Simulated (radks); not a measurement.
Results of a calculation; reference values are marked as such.
Valence configurations of Te2+ (all share [Kr]). Level of theory: Dirac Kohn-Sham, PBE, spin-unpolarised, spherical densities, finite nucleus; open shells fill j = l - 1/2 first; Fermi nuclear charge, rms radius 4.7423 fm (a radial shooting solver on a logarithmic mesh with Libxc functionals). Order these by energy: 4d8.5 5s2 5p3.5; 4d10 5s1.5 5p2.5; 4d8 5s1 5p5; 4d8 5s1.5 5p4.5; 4d10 5s2 5p2; 4d9 5s2 5p3; 4d8 5s2 5p4; 4d9.5 5s2 5p2.5; 4d7 5s1.5 5p5.5; 4d10 5s1 5p3.

Answer. From the lowest, in eV above it: 4d10 5s2 5p2 0.000; 4d10 5s1.5 5p2.5 5.363; 4d10 5s1 5p3 10.765; 4d9.5 5s2 5p2.5 19.730; 4d9 5s2 5p3 40.719; 4d8.5 5s2 5p3.5 62.972; 4d8 5s2 5p4 86.495; 4d8 5s1.5 5p4.5 92.577; 4d8 5s1 5p5 98.692; 4d7 5s1.5 5p5.5 143.79. NIST lists [Kr] 4d10 5s2 5p2 as the ground configuration; this level of theory agrees among the configurations tried. The energies are those of spherical spin-averaged densities, not of single terms.
